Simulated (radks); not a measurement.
Q: All-electron atom: Hg+ in [Xe] 4f14 5d10 6s1. Calculated with a radial shooting solver on a logarithmic mesh with Libxc functionals: Dirac Kohn-Sham, PBE, spin-unpolarised, spherical densities, finite nucleus; Fermi nuclear charge, rms radius 5.4648 fm. Some entries of the table are withheld. Estimate them.

| orbital | occ. | eigenvalue (hartree) | r(max) (bohr) | <1/r> (bohr^-1) |
|---|---|---|---|---|
| 1s1/2 | 2 | -3050.382 | 0.01022 | 97.50 |
| 2s1/2 | 2 | -540.4898 | 0.05937 | 24.02 |
| 2p1/2 | 2 | -518.7504 | 0.04362 | 23.98 |
| 2p3/2 | 4 | -447.1784 | 0.05111 | 19.41 |
| 3s1/2 | 2 | -128.4996 | 0.1670 | 8.814 |
| 3p1/2 | 2 | -118.6687 | 0.1558 | 8.729 |
| 3p3/2 | 4 | -102.8158 | 0.1710 | 7.537 |
| 3d3/2 | 4 | -86.47875 | 0.1330 | 7.435 |
| 3d5/2 | 6 | -83.08169 | 0.1372 | 7.166 |
| 4s1/2 | 2 | -28.50907 | 0.3763 | 3.734 |
| 4p1/2 | 2 | (1) | 0.3742 | 3.625 |
| 4p3/2 | 4 | (2) | 0.4053 | 3.212 |
| 4d3/2 | 4 | -13.54335 | 0.3976 | 3.011 |
| 4d5/2 | 6 | -12.82965 | 0.4071 | 2.916 |
| 5s1/2 | 2 | -4.66193 | 0.8289 | 1.523 |
| 4f5/2 | 6 | -3.93178 | 0.3644 | (3) |
| 4f7/2 | 8 | -3.77771 | 0.3689 | (4) |
| 5p1/2 | 2 | -3.26909 | 0.8736 | (5) |
| 5p3/2 | 4 | -2.59876 | 0.9528 | (6) |
| 5d3/2 | 4 | (7) | (8) | 0.9199 |
| 5d5/2 | 6 | (9) | (10) | 0.8809 |
| 6s1/2 | 1 | -0.54060 | 2.141 | 0.5071 |

A: 
(1) 4p1/2 eigenvalue (hartree): -24.28656
(2) 4p3/2 eigenvalue (hartree): -20.45889
(3) 4f5/2 <1/r> (bohr^-1): 2.553
(4) 4f7/2 <1/r> (bohr^-1): 2.516
(5) 5p1/2 <1/r> (bohr^-1): 1.396
(6) 5p3/2 <1/r> (bohr^-1): 1.243
(7) 5d3/2 eigenvalue (hartree): -0.73466
(8) 5d3/2 r(max) (bohr): 1.142
(9) 5d5/2 eigenvalue (hartree): -0.66582
(10) 5d5/2 r(max) (bohr): 1.179
